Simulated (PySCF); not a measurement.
## Orbital levels and atomic charges: C20H52Si5

System: C20H52Si5 (carbosilane and low-k precursor), SMILES C[Si](C)(C)CC[Si](C)(C)CC[Si](C)(C)CC[Si](C)(C)CC[Si](C)(C)C.

Cartesian coordinates (Å):
```
  1 C     9.024   -1.229    0.616
  2 Si    7.944    0.226    0.011
  3 C     7.960    1.620    1.317
  4 C     8.655    0.896   -1.630
  5 C     6.150   -0.368   -0.294
  6 C     5.465   -0.928    0.953
  7 Si    3.667   -1.511    0.647
  8 C     3.656   -2.900   -0.667
  9 C     2.969   -2.193    2.289
 10 C     2.608   -0.029    0.051
 11 C     1.132   -0.369   -0.169
 12 Si    0.078    1.113   -0.775
 13 C     0.137    2.517    0.520
 14 C     0.756    1.745   -2.446
 15 C    -1.727    0.508   -0.991
 16 C    -2.697    1.589   -1.472
 17 Si   -4.499    0.970   -1.674
 18 C    -5.579    2.424   -2.282
 19 C    -4.559   -0.441   -2.963
 20 C    -5.151    0.345    0.015
 21 C    -6.608   -0.122   -0.016
 22 Si   -7.241   -0.756    1.676
 23 C    -9.061   -1.303    1.489
 24 C    -7.134    0.637    2.978
 25 C    -6.193   -2.248    2.246
 26 H     8.670   -1.617    1.566
 27 H    10.057   -0.925    0.753
 28 H     9.017   -2.048   -0.097
 29 H     7.334    2.453    1.012
 30 H     8.963    2.004    1.473
 31 H     7.593    1.269    2.277
 32 H     8.665    0.130   -2.399
 33 H     8.067    1.728   -2.005
 34 H     9.675    1.246   -1.503
 35 H     5.555    0.460   -0.681
 36 H     6.148   -1.133   -1.071
 37 H     6.055   -1.761    1.336
 38 H     5.472   -0.166    1.733
 39 H     4.006   -2.538   -1.629
 40 H     4.299   -3.725   -0.373
 41 H     2.658   -3.301   -0.811
 42 H     3.577   -3.007    2.670
 43 H     2.938   -1.422    3.053
 44 H     1.960   -2.571    2.162
 45 H     2.679    0.780    0.779
 46 H     3.020    0.360   -0.880
 47 H     0.717   -0.752    0.763
 48 H     1.062   -1.182   -0.891
 49 H     1.150    2.875    0.674
 50 H    -0.241    2.180    1.481
 51 H    -0.464    3.368    0.211
 52 H     0.737    0.961   -3.198
 53 H     1.782    2.088   -2.355
 54 H     0.169    2.576   -2.824
 55 H    -2.088    0.108   -0.043
 56 H    -1.747   -0.320   -1.700
 57 H    -2.343    1.984   -2.424
 58 H    -2.676    2.422   -0.768
 59 H    -5.592    3.234   -1.560
 60 H    -6.606    2.113   -2.445
 61 H    -5.208    2.828   -3.220
 62 H    -3.995   -1.306   -2.628
 63 H    -5.577   -0.767   -3.149
 64 H    -4.140   -0.124   -3.913
 65 H    -5.050    1.137    0.757
 66 H    -4.528   -0.480    0.361
 67 H    -7.237    0.702   -0.355
 68 H    -6.711   -0.910   -0.762
 69 H    -9.162   -2.096    0.755
 70 H    -9.690   -0.479    1.169
 71 H    -9.458   -1.673    2.428
 72 H    -6.108    0.952    3.140
 73 H    -7.700    1.510    2.668
 74 H    -7.530    0.315    3.937
 75 H    -6.559   -2.653    3.185
 76 H    -5.154   -1.970    2.395
 77 H    -6.216   -3.049    1.513
```

Method: CAM-B3LYP/6-31G*, gas phase, PySCF, fitting set def2-universal-JFIT up to Ne and JKFIT beyond, grid level 1.

Question: Give the orbital energies near the gap.

Answer: 
| orbital | eV |
| --- | --- |
| HOMO-4 | -9.35 |
| HOMO-3 | -8.65 |
| HOMO-2 | -8.34 |
| HOMO-1 | -8.12 |
| HOMO | -7.75 |
| LUMO | 2.93 |
| LUMO+1 | 3.05 |
| LUMO+2 | 3.20 |
| LUMO+3 | 3.33 |

Question: Give the partial charges of the non-hydrogen atoms.

Answer: 
| atom | Mulliken | IAO | Hirshfeld |
| --- | --- | --- | --- |
| C1 | -0.67 | -0.70 | -0.20 |
| Si2 | 0.73 | 1.09 | 0.37 |
| C3 | -0.67 | -0.70 | -0.20 |
| C4 | -0.66 | -0.70 | -0.20 |
| C5 | -0.47 | -0.51 | -0.15 |
| C6 | -0.47 | -0.51 | -0.15 |
| Si7 | 0.72 | 1.07 | 0.37 |
| C8 | -0.67 | -0.70 | -0.20 |
| C9 | -0.66 | -0.70 | -0.20 |
| C10 | -0.47 | -0.51 | -0.15 |
| C11 | -0.47 | -0.51 | -0.15 |
| Si12 | 0.72 | 1.08 | 0.37 |
| C13 | -0.67 | -0.70 | -0.20 |
| C14 | -0.67 | -0.70 | -0.20 |
| C15 | -0.47 | -0.51 | -0.15 |
| C16 | -0.47 | -0.51 | -0.15 |
| Si17 | 0.72 | 1.07 | 0.37 |
| C18 | -0.66 | -0.70 | -0.20 |
| C19 | -0.67 | -0.70 | -0.20 |
| C20 | -0.47 | -0.51 | -0.15 |
| C21 | -0.47 | -0.51 | -0.15 |
| Si22 | 0.73 | 1.09 | 0.37 |
| C23 | -0.66 | -0.70 | -0.20 |
| C24 | -0.67 | -0.70 | -0.20 |
| C25 | -0.67 | -0.70 | -0.20 |
